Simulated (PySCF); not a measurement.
A run for PySCF: R-B3LYP/6-311+G** on BF3 (SMILES FB(F)F).

```python
from pyscf import gto, scf, dft, mp
from pyscf.data.elements import chemcore

mol = gto.M(
    atom='''
    F    -0.55505574   -1.01569417    0.57119223
    B    -0.06718219    0.21498355    0.94590464
    F    -0.79610066    1.27626708    0.45882683
    F     1.29214650    0.34956323    0.78141550
    ''',
    basis='6-311+g**',
    charge=0, spin=0, verbose=3, max_memory=1800)
mf = dft.RKS(mol, xc='b3lyp')
mf.conv_tol = 1e-8
mf.max_cycle = 100
mf.kernel()
if not mf.converged:
    mf = mf.newton().run(mf.mo_coeff, mf.mo_occ)
```

Program output:

```
converged SCF energy = -324.626142417453
```

The calculation finished and met its thresholds.

Cost: roughly 4 core-seconds.
